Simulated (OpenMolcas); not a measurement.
# Tm3+ in a point-charge field

Tm3+ among 6 point charges of -0.5 e arranged as an octahedron (Oh), 3.3 Å from the ion.

```yaml
Program: OpenMolcas 26.06
Method: "SS-CASPT2, IPEA 0.25 Eh, imaginary shift 0.1 Eh (closed shells correlated: 5s 5p)"
Basis: ANO-RCC-VDZP [7s6p4d2f1g]
Scalar_Hamiltonian: DKH2, point nucleus
Active_space: 12 electrons in 7 orbitals (4f)
State_averaging: 2S+1 = 3 even, 21 roots; 2S+1 = 1 even, 27 roots kept (CI in the orbitals of an earlier block)
Spin-orbit_coupling: state interaction with AMFI integrals over the reference wave functions
```

The lowest spin-free states (labels of O, the rotations of Oh), above the lowest:

| State | Degeneracy | E (cm-1) | Free-ion L (%) |
| --- | --- | --- | --- |
| 3T1 | 3 | 0 | H (100) |
| 3T1 | 3 | 16 | H (100) |
| 3T2 | 3 | 36 | H (100) |
| 3E | 2 | 48 | H (100) |
| 3T2 | 3 | 6550 | F (100) |
| 3T1 | 3 | 6570 | F (100) |
| 3A2 | 1 | 6640 | F (100) |
| 1T1 | 3 | 8910 | G (100) |
| 1T2 | 3 | 9330 | G (100) |
| 1E | 2 | 9500 | G (100) |
| 1A1 | 1 | 9580 | G (100) |
| 1T2 | 3 | 25400 | D (100) |
| 1E | 2 | 25450 | D (100) |
| 1A2 | 1 | 31630 | I (100) |
| 1A1 | 1 | 31860 | I (100) |
| 1T2 | 3 | 31960 | I (100) |
| 1E | 2 | 32180 | I (100) |
| 1T1 | 3 | 32350 | I (100) |
| 3T1 | 3 | 32830 | P (100) |
| 1T2 | 3 | 33020 | I (100) |

The lowest levels with spin-orbit coupling:

```
E (cm-1)  Degeneracy  Label      2S+1     J  |mJ| (%)
       0           1     A1         3  6.00    4 (87)
      22           3     T1         3  6.00    4 (33)
      23           2      E         3  6.00    0 (44)
      29           3     T2         3  6.00    5 (37)
      34           1     A2         3  6.00    2 (69)
      35           3     T2         3  6.00    3 (31)
    5920           3     T1  3 (70 %)  4.00    1 (58)
    6060           3     T2  3 (71 %)  4.00    3 (58)
    6090           2      E  3 (72 %)  4.00    2 (50)
    6120           1     A1  3 (72 %)  4.00    0 (58)
    8430           2      E         3  5.00    2 (50)
    8440           3     T1         3  5.00    3 (32)
    8440           3     T2         3  5.00    2 (33)
    8450           3     T1         3  5.00    4 (32)
   12970           3     T1  3 (88 %)  4.00    1 (58)
   13030           3     T2  3 (88 %)  4.00    3 (58)
   13040           2      E  3 (88 %)  4.00    2 (50)
   13050           1     A1  3 (88 %)  4.00    0 (58)
   14970           1     A2         3  3.00   2 (100)
   14970           3     T1         3  3.00    3 (42)
```

Powder χT (cm3 K/mol): 0.903 at 2 K, 4.55 at 10 K, 7.06 at 50 K, 7.12 at 100 K, 7.14 at 200 K, 7.14 at 300 K. The effective moment at 300 K is 2.828 √(χT) = 7.56 μB.

Hund's rules give f12 the level 3H6 with g = 1.167, so an isolated free-ion multiplet has χT = g² J(J+1) / 8 = 7.146 cm3 K/mol. The computed 7.142 at 300 K differs by 0 %, through the field's splitting, the mixing of terms and any other multiplet in reach.

Roots that are degenerate in the reference are averaged as groups; the widest CASPT2 spread within a group is 480 cm-1 (the 3-fold group of multiplicity 1 near 8910 cm-1 above the lowest state of its run). Shifts and gaps below about the spread of the groups concerned are not significant. Point charges carry no covalency, so the field is a model and not that of real ligands. The first state left out of the spin-orbit step lies near 83000 cm-1 above the lowest spin-free state of the reference (among the parities and spins computed), and the lists stop at four fifths of that energy or lower. No measured value stands beside these numbers.

The CASPT2 steps took 8.4 s on 1 thread of Arm Neoverse V2, on a shared host; the integral step is not counted.
